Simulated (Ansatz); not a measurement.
Compare A (`N[Si]1(Cl)OCS1`) with its isomer B (`O[Si]1(Cl)NCS1`).

Calculated with Ansatz (gas phase, PBE0-D4/def2-TZVP geometries, no zero-point term in ΔE). CCSD(T)/CBS is the MP2 limit (def2-TZVPP, def2-QZVPP) plus CCSD(T) − MP2 in def2-TZVPP, frozen cores. Functionals use def2-TZVPP. B3LYP here is the variant with VWN-RPA as its local correlation; programs differ in this. Each species was taken in one conformer, which may not be the lowest.

Problem. Which isomer does CCSD(T)/CBS put lower? Give the gap. (An estimate is asked.)

Solution. The calculation gave: B, by 1.7 kcal/mol.

Problem. Give E(B) − E(A) in kcal/mol with CCSD(T)/def2-TZVPP, CCSD/def2-TZVPP, B3LYP, HF/def2-TZVPP, PBE-D4, PBE0-D4, MP2/def2-TZVPP. (Estimate.)

Solution. Ansatz gave: CCSD(T)/def2-TZVPP -1.3, CCSD/def2-TZVPP -1.4, B3LYP -0.9, HF/def2-TZVPP -0.9, PBE-D4 -1.3, PBE0-D4 -1.7, MP2/def2-TZVPP -1.9. None reverses the order clearly.

Largest T1 diagnostic: 0.011.
